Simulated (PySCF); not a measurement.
**4-ethylphenylboronic acid (SMILES CCc1ccc(B(O)O)cc1)**

Cartesian coordinates in Å; atom numbers follow the order of the lines, from 1:
```xyz
22

C     3.3089    0.9199   -0.7248
C     2.6576   -0.2031    0.0791
C     1.1549   -0.1687    0.0069
C     0.4782   -0.7044   -1.0967
C    -0.9073   -0.6343   -1.1899
C    -1.6760   -0.0275   -0.1838
B    -3.2376    0.0291   -0.3197
O    -4.0658    0.5241    0.6475
O    -3.8052   -0.4427   -1.4621
C    -0.9909    0.5068    0.9160
C     0.3964    0.4399    1.0126
H     2.9926    1.9062   -0.3520
H     4.4068    0.8683   -0.6647
H     3.0239    0.8635   -1.7866
H     3.0178   -1.1771   -0.2911
H     2.9741   -0.1345    1.1322
H     1.0520   -1.1885   -1.8927
H    -1.4179   -1.0599   -2.0572
H    -3.5995    0.8170    1.4348
H    -4.7649   -0.3656   -1.4331
H    -1.5404    0.9950    1.7292
H     0.9032    0.8644    1.8840
```

Computed with PySCF, quadratic response CAM-B3LYP/def2-SVPD first hyperpolarisability, Taylor convention, gas phase. Geometry: PBE0-D3(BJ)/def2-SVP.

Give the tensor of the second harmonic β(−2ω;ω,ω) at 1064 nm in the axes of these coordinates.

In au, Taylor convention; rows are the first index (the induced dipole):
|  | xx | yy | zz | xy | xz | yz |
| --- | --- | --- | --- | --- | --- | --- |
| x | +333.6 | -19.0 | -51.6 | -4.3 | +10.8 | -21.7 |
| y | -4.5 | -15.3 | -7.3 | -17.3 | -19.6 | +1.4 |
| z | +9.9 | +1.5 | -25.5 | -19.6 | -47.1 | -7.6 |

Norm of βᵢ = ⅓ Σⱼ (βᵢⱼⱼ + βⱼᵢⱼ + βⱼⱼᵢ): 268.8 au, hyper-Rayleigh value 131.1 au.
